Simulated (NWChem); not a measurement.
CHO₂, doublet; SMILES [O]C=O

**Question.** Give the equilibrium geometry at PBE0/def2-SVP, spin-unrestricted (NWChem) as a list of bonds and angles, with the point group.

**Answer.** point group Cs; any orientation.
Bond lengths (Å): O1–C2 1.198, C2–O3 1.241, C2–H4 1.174. Angles (°): O1–C2–O3 143.8, O1–C2–H4 116.4, O3–C2–H4 99.8.
